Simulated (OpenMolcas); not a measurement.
Ionisation energies of tantalum

```yaml
Program: OpenMolcas 26.06
Basis: ANO-R2 [8s6p5d3f1g]
Scalar_Hamiltonian: X2C, finite nucleus
Spin-orbit_coupling: state interaction with AMFI integrals over the reference wave functions, term energies averaged over their components
```

Active shells in each charge state: the valence d, s shells, with orbitals averaged over the low states. Where CASPT2's correlated closed shells are named, they are those of the first ion.

A. CASSCF
B. SS-CASPT2, IPEA 0.25 Eh, imaginary shift 0.1 Eh (closed shells correlated: 5s 5p)
C. SS-CASPT2, IPEA 0 Eh, imaginary shift 0.1 Eh (closed shells correlated: 5s 5p)
D. SS-CASPT2, IPEA 0.25 Eh, imaginary shift 0.1 Eh (closed shells correlated: 4f 5s 5p)

Energies in eV between the lowest computed levels, named as in B; reference values from the NIST Atomic Spectra Database with their kind.

| From | To | A | B | C | D | Spin-orbit share in B | Reference |
| --- | --- | --- | --- | --- | --- | --- | --- |
| Ta 5d3 6s2 4F 3/2 | Ta+ 5d3 6s 5F1 | 6.014 | 7.402 | 7.534 | 7.523 | +0.082 | 7.550 (measured) |
| Ta+ 5d3 6s 5F1 | Ta2+ 5d3 4F 3/2 | 13.964 | 14.798 | 14.914 | 15.011 | -0.252 | 16.200 (semi-empirical) |

Error against the reference values, in %:

```json
{"From": "Ta", "Reference": "measured", "A": "-20.3", "B": "-2.0", "C": "-0.2", "D": "-0.4"}
{"From": "Ta+", "Reference": "semi-empirical", "A": "-13.8", "B": "-8.7", "C": "-7.9", "D": "-7.3"}
```

Absolute error against the one measured value: A 1.54 eV, B 0.15 eV, C 0.02 eV, D 0.03 eV. C lies closest.

The lowest level within the active space need not be the ion's true ground level.
